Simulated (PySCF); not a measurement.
Compound: 3-cyanothiophene, C5H3NS.
Atom-mapped SMILES: `[N:1]#[C:2][c:3]1[cH:4][cH:5][s:6][cH:7]1` (hydrogens: H8 on C4; H9 on C5; H10 on C7)

Computed geometry: GFN2-xTB, gas phase.

**Question.** What internal coordinates does the optimisation give?

**Answer.** 
```
  bond  length (Å)
 N1≡C2       1.147
 C2–C3       1.407
 C3–C4       1.424
 C4–C5       1.353
 C5–S6       1.723
 S6–C7       1.710
 C3–C7       1.369
 C4–H8       1.075
 C5–H9       1.072
C7–H10       1.072
```

A selection of angles:
```
    angle  degrees
 N1–C2–C3    179.3
 C2–C3–C4    123.7
 C2–C3–C7    123.9
 C4–C3–C7    112.4
 C3–C4–C5    112.0
 C3–C4–H8    123.3
 C5–C4–H8    124.7
 C4–C5–S6    112.4
 C4–C5–H9    128.2
 S6–C5–H9    119.4
 C5–S6–C7     91.2
S6–C7–H10    120.4
 C3–C7–S6    111.9
C3–C7–H10    127.6
```

The 7 heavy atoms lie in one plane (0.000 Å rms). S6 (thiophene-type sulfur) is bent (angle 91.2°). The 4 C–C bonds span 1.353 Å (C4–C5, aromatic) to 1.424 Å (C3–C4, aromatic), a spread of 0.071 Å. The 5-membered ring C3–C4–C5–S6–C7 has internal angles of 91.2° to 112.4°; it is planar, 0.00 Å rms from its mean plane, widest ring torsion 0°.

Point group: Cs (every atom within 0.08 Å of its image). No GFN2-xTB frequencies stand behind this structure, so it isn't proved a minimum.
